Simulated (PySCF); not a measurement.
## Worked example: entropy of an ideal gas

H4PSi, SMILES [PH][SiH3], multiplicity 2.

Geometry: ωB97X-D3(BJ)/def2-TZVP. The isomer is the one that the SMILES or the coordinates give; other isomers of the formula were not compared.

ωB97X-D3(BJ)/def2-TZVP (PySCF) gives the harmonic wavenumbers 191, 470, 494, 507, 786, 920, 955, 960, 2237, 2241, 2257, 2423 cm⁻¹ and the rotational temperatures 3.0888, 0.2808, 0.2745 K. The molar mass is 63.09 g/mol, the symmetry number 1, the spin multiplicity 2.

Work out the entropy at 298.15 K and 1 atm in the rigid-rotor, harmonic-oscillator model.


Translation (Sackur–Tetrode at 1 atm): S = R[1.5 ln M + 2.5 ln T − 1.16487] = 160.4 J/(mol K).
Rotation: q = (√π/σ) T^1.5/√(θA θB θC) = 18700, S = R[ln q + 3/2] = 94.3 J/(mol K).
Vibration: with u = 1.4388 ν/T, each mode gives R[u/(e^u − 1) − ln(1 − e^−u)]:
```
ν (cm⁻¹)  modes     u  S (J/(mol K))
--------  -----  ----  -------------
191           1  0.92           9.28
470           1  2.27           3.09
494           1  2.38           2.82
507           1  2.45           2.68
786           1  3.79           0.92
920           1  4.44           0.54
955           1  4.61           0.47
960           1  4.63           0.46
```
The stiffer modes add less than 0.005 each. Sum 20.3 J/(mol K).
Spin: R ln 2 = 5.8 J/(mol K).
Total 280.7 J/(mol K); the program's own thermochemistry gives 280.7. Translation makes up 57 % and vibration 7 %. Anharmonicity, hindered rotation and orbital degeneracy are left out.
